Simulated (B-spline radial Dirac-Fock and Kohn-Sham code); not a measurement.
**X-ray form factors of europium in several charge states**

Method: Dirac-Fock densities. Computed with a radial finite-basis atomic code.

Configurations: Eu¹⁵⁺ [Kr] 4d10 4f2; Eu¹⁷⁺ [Kr] 4d10; Eu¹⁸⁺ [Kr] 4d9; Eu¹⁹⁺ [Kr] 4d8. The first column is f₀ of Eu¹⁵⁺, the others are differences from it.

| s (Å⁻¹) | Eu¹⁵⁺ | Δ Eu¹⁷⁺ | Δ Eu¹⁸⁺ | Δ Eu¹⁹⁺ |
| --- | --- | --- | --- | --- |
| 0 | 48.000 | -2.000 | -3.000 | -4.000 |
| 0.05 | 47.823 | -1.976 | -2.966 | -3.956 |
| 0.1 | 47.301 | -1.906 | -2.866 | -3.828 |
| 0.15 | 46.451 | -1.794 | -2.706 | -3.622 |
| 0.2 | 45.306 | -1.647 | -2.496 | -3.350 |
| 0.25 | 43.907 | -1.475 | -2.246 | -3.027 |
| 0.3 | 42.300 | -1.285 | -1.971 | -2.669 |
| 0.35 | 40.537 | -1.089 | -1.684 | -2.294 |
| 0.4 | 38.669 | -0.895 | -1.398 | -1.917 |
| 0.45 | 36.747 | -0.711 | -1.123 | -1.552 |
| 0.5 | 34.818 | -0.543 | -0.868 | -1.212 |
| 0.6 | 31.088 | -0.267 | -0.443 | -0.637 |
| 0.7 | 27.720 | -0.081 | -0.147 | -0.227 |
| 0.8 | 24.836 | +0.025 | +0.030 | +0.026 |
| 0.9 | 22.463 | +0.072 | +0.114 | +0.149 |
| 1 | 20.558 | +0.083 | +0.134 | +0.184 |
| 1.1 | 19.040 | +0.075 | +0.120 | +0.166 |
| 1.2 | 17.814 | +0.062 | +0.093 | +0.125 |
| 1.4 | 15.902 | +0.044 | +0.042 | +0.043 |
| 1.6 | 14.316 | +0.043 | +0.020 | -0.002 |
